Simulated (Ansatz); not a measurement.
Cartesian coordinates in Å:
```
F -1.7343 -0.5320 0.4900
C -0.4416 -0.4991 -0.0047
Si 0.5801 0.8546 0.8443
Te -0.4111 -0.1595 -2.1295
H 0.0029 -1.4869 0.1393
H 2.0155 0.5720 0.5967
H 0.2955 0.8478 2.3019
H 0.2150 2.1746 0.2680
H -0.5219 -1.7715 -2.5060
```

The species carries charge 0 and has multiplicity 1. Te takes the def2 core potential.

(1) List the r2SCAN/def2-TZVPP orbital energies in eV (Ansatz 0.2.0). (Estimate.)

Results:

(1) Computed: Occupied: -1791.25, -666.38, -275.83, -169.00, -141.74, -118.19, -118.08, -117.86, -96.60, -96.59, -96.59, -42.06, -42.02, -41.82, -41.73, -41.70, -31.83, -18.77, -15.94, -14.09, -12.99, -11.61, -11.33, -9.62, -9.09, -8.89, -7.97, -7.48, -5.83. Lowest empty: -1.65, -0.64, 0.07, 0.45, 0.94, 1.65, 1.83, 2.18.
